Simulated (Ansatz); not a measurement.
Total energies of the cluster Ta₂Te₄ (the lowest singlet isomer of a short search) from Ansatz at PBE-D4/def2-TZVP, gas phase (1 Eh = 27.2114 eV = 2625.5 kJ/mol). The reference geometry is relaxed at r2SCAN-D4/def2-SVP.

```tsv
atom	x (Å)	y (Å)	z (Å)
Ta1	-1.064	-1.521	-0.959
Ta2	-0.026	0.322	0.287
Te3	-2.188	0.796	-1.463
Te4	1.883	2.013	-0.754
Te5	2.554	0.268	1.249
Te6	-1.159	-1.878	1.640
```

```tsv
state	geometry	energy (Eh)
charge 0 singlet	reference	-1186.40338
charge 1 doublet	reference	-1186.15268
charge 0 triplet	relaxed at r2SCAN-D4/def2-SVP	-1186.41113
charge 0 quintet	relaxed at r2SCAN-D4/def2-SVP	-1186.36961
```

In the def2 sets Ta, Te take a core potential; there is no spin–orbit coupling.

Work out the vertical ionisation energy to the doublet.

E(charge 1 doublet) − E(charge 0 singlet) = -1186.15268 − (-1186.40338) = 0.25070 Eh = 6.82 eV. For comparison, −ε of the highest occupied level is 4.87 eV at this level, 1.95 eV less.

Which of the charge 0 states is lowest, and how far above it are the others?

The triplet. singlet: -1186.40338 − (-1186.41113) = 0.00775 Eh = 20.3 kJ/mol; quintet: -1186.36961 − (-1186.41113) = 0.04152 Eh = 109.0 kJ/mol. The triplet differs in its bonds from the reference.

At PBE-D4/def2-TZVP the gap within one spin of the charge 1 doublet nearly closes, so an electron or hole may be smeared out by delocalisation error. 

The structure comes from a short search, and lower isomers may exist.
